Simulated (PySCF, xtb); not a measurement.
H4S4Si, SMILES S[Si](S)(S)S. Atoms are numbered in the order given.

```xyz
9

S      1.1279    -1.4411    -1.1149
Si     0.0000     0.0000     0.0000
S     -1.4411    -1.1279     1.1149
S      1.4411     1.1279     1.1149
S     -1.1279     1.4411    -1.1149
H      0.0357    -2.1211    -1.5369
H     -2.1211    -0.0357     1.5369
H      2.1211     0.0357     1.5369
H     -0.0357     2.1211    -1.5369
```
Charge 0, spin multiplicity 1.

Geometry optimised at r2SCAN-D4/def2-SVP. One conformer was computed; it need not be the lowest.

Level of theory: IEF-PCM-B3LYP/def2-SVP (PySCF).

The values are the electrostatic part of the solvation free energy, E(continuum) − E(gas) at the gas-phase geometry, in a cavity of scaled van der Waals radii (PySCF's table); cavitation and dispersion terms are not included. In vacuum the orbital gap is 6.96 eV. The dipole moment in vacuum is 0.00 D.

| solvent | ε | ΔG(elec) (kcal/mol) | dipole (D) | gap (eV) |
|---|---|---|---|---|
| water | 78.36 | -5.9 | 0.00 | 7.04 |
| N,N-dimethylformamide | 37.22 | -5.7 | 0.00 | 7.04 |
| tetrahydrofuran | 7.43 | -4.7 | 0.00 | 7.03 |

For comparison, GFN2-xTB/ALPB(water) (xtb, at the GFN2-xTB geometry, all terms of that model) gives -2.3 kcal/mol.
